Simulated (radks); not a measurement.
Values are calculated unless marked as measured or tabulated.
These are the eigenvalues of the occupied orbitals of an atom or ion with whole-number occupations (eV). Code: a radial shooting solver on a logarithmic mesh with Libxc functionals. Model: Dirac Kohn-Sham, LB94 model potential, spin-unpolarised, spherical densities, finite nucleus; Fermi nuclear charge, rms radius of each element as measured or else 0.836 A^(1/3) + 0.57 fm.

1s1/2: -50392.29
2s1/2: -8462.996
2p1/2: -8052.488
2p3/2: -7350.324
3s1/2: -2006.802
3p1/2: -1826.671
3p3/2: -1683.011
3d3/2: -1369.841
3d5/2: -1338.425
4s1/2: -525.0723
4p1/2: -454.9956
4p3/2: -422.6509
4d3/2: -306.3963
4d5/2: -300.4068
5s1/2: -186.2324
5p1/2: -163.0162
4f5/2: -161.0777

Which element is it, and in what charge state? The configuration may be excited. Open shells, if any, fill j = l - 1/2 first.

Answer. Z = 64, gadolinium, charge +9: Gd9+ in [Kr] 4d10 4f5 5s2 5p2. The list shows which subshells hold electrons but not how many an open one holds; the 1s level, -1851.9 hartree, gives Z - s = 60.9 by -(Z - s)^2/2, which with screening and relativity narrows Z to a few neighbours, and the depths of the outer levels then fix element, charge and occupations together.
